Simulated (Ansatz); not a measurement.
Reaction (redistribution): `B[SiH]([SiH3])[SiH3]` + `BOCO` → `B[SiH2][SiH3]` + `BOCO[SiH3]`

Gas-phase electronic energies from Ansatz, PBE0-D4/def2-TZVP geometries. CCSD(T)/CBS is the MP2 limit (def2-TZVPP, def2-QZVPP) plus CCSD(T) − MP2 in def2-TZVPP, frozen cores. Functionals use def2-TZVPP. One conformer a species, not always the lowest.

`B[SiH]([SiH3])[SiH3]`:

```xyz
13

B     0.575    1.234   -1.684
Si   -0.500   -0.044   -0.603
Si    0.876   -1.839    0.015
Si   -1.065    0.993    1.423
H     1.577    1.683   -1.211
H     0.270    1.578   -2.787
H    -1.735   -0.566   -1.255
H     2.049   -1.317    0.765
H     1.366   -2.588   -1.173
H     0.126   -2.780    0.890
H    -1.901    2.204    1.205
H    -1.820    0.046    2.287
H     0.182    1.396    2.128
```

`BOCO`:

Cartesian coordinates in Å:
```
B 1.446 -0.624 0.014
O 0.109 -0.745 -0.049
C -0.723 0.371 -0.304
O -1.349 0.798 0.851
H 1.964 0.440 -0.199
H 2.070 -1.610 0.275
H -1.440 0.050 -1.068
H -0.126 1.210 -0.669
H -1.951 0.110 1.150
```

`B[SiH2][SiH3]`:

```xyz
10

B     0.872   -1.672    0.226
Si   -0.621   -0.606   -0.540
Si   -0.157    1.572    0.227
H     1.911   -1.780   -0.354
H     0.792   -2.137    1.325
H    -1.974   -0.974   -0.036
H    -0.654   -0.553   -2.028
H     1.157    2.037   -0.295
H    -0.113    1.602    1.713
H    -1.214    2.511   -0.238
```

`BOCO[SiH3]`:

Z-matrix (Å, degrees):
```
C
O 1 1.412
O 1 1.381 2 110.5
H 1 1.096 2 106.6 3 120.7
H 1 1.094 2 110.0 3 -119.4
B 2 1.345 1 121.7 3 107.8
Si 3 1.657 1 123.5 2 58.5
H 6 1.201 2 119.9 1 2.5
H 6 1.195 2 116.9 1 -178.1
H 7 1.483 3 111.9 1 -79.4
H 7 1.481 3 105.5 1 161.2
H 7 1.488 3 109.4 1 42.0
```

**Question.** Is it downhill or uphill in electronic energy at CCSD(T)/CBS, and by how much? (An estimate is asked.)

**Answer.** Ansatz gave: Downhill: ΔE = -67.8 kJ/mol.

**Question.** What do these levels give: LDA (SPW92), ωB97X-V, revPBE, CCSD/def2-SVP, CCSD(T)/def2-TZVPP, CCSD/CBS(def2)? (Best estimate.)

**Answer.** The calculation gave: LDA (SPW92) -48.9, ωB97X-V -68.0, revPBE -44.0, CCSD/def2-SVP -62.7, CCSD(T)/def2-TZVPP -68.1, CCSD/CBS(def2) -71.7 kJ/mol.

**Question.** What do rigid-rotor, harmonic-oscillator terms from PBE0-D4/def2-TZVP frequencies (298.15 K, 1 bar) make of the CCSD(T)/CBS value? (Estimate.)

**Answer.** Computed: ΔZPE = -5.2 kJ/mol, ΔH = -74.6 kJ/mol, ΔS = -11 J/(mol·K), ΔG = -71.5 kJ/mol. Modes under 50 cm⁻¹ make the entropy rough.

Largest T1 diagnostic among the species: 0.015.

Leaving LDA and LC-ωPBE aside and taking each functional with its dispersion term where it has one, the values, not all of them listed here, spread over 33.2 kJ/mol, from BHLYP-D4 to PBE-D4. LDA lies −3.4 kJ/mol from PBE without D4. From BLYP to BHLYP (50 % exact exchange), in def2-TZVPP and without D4, ΔE moves by −13.7 kJ/mol.
